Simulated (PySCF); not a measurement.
## Electron correlation in Se²⁺ (selenium, charge +2)

[Ar] 3d10 4s2 4p2, high-spin 3P determinant. All numbers are calculated (PySCF 2.14, no relativity, point nucleus, in 6-31G* (5s4p3d, 32 functions)). Frozen: [Ar] 3d10; 4 electrons correlated.

MP2 pair energies summed by pair of shells (mhartree):

```
 pair  energy  share (%)
4s-4p  -26.92       61.3
4s-4s  -12.50       28.4
4p-4p   -4.51       10.3
```

Total MP2 correlation energy: -43.93 mhartree.

Same-spin part -6.79 and opposite-spin part -37.14 mhartree; SCS-MP2 scales them by 1/3 and 6/5 to -46.84 mhartree.

```json
{"level": "CCSD", "correlation energy (mhartree)": "-61.11"}
{"level": "(T)", "correlation energy (mhartree)": "-0.61"}
{"level": "CCSD(T)", "correlation energy (mhartree)": "-61.72"}
```

Diagnostics: T1 = 0.0060, D1 = 0.0168, largest double amplitude 0.100.

Task: Is a single reference adequate?

Result: Mostly. T1 lies below 0.03, but a double amplitude of this size points to a near-degeneracy that CCSD handles and MP2 describes poorly.
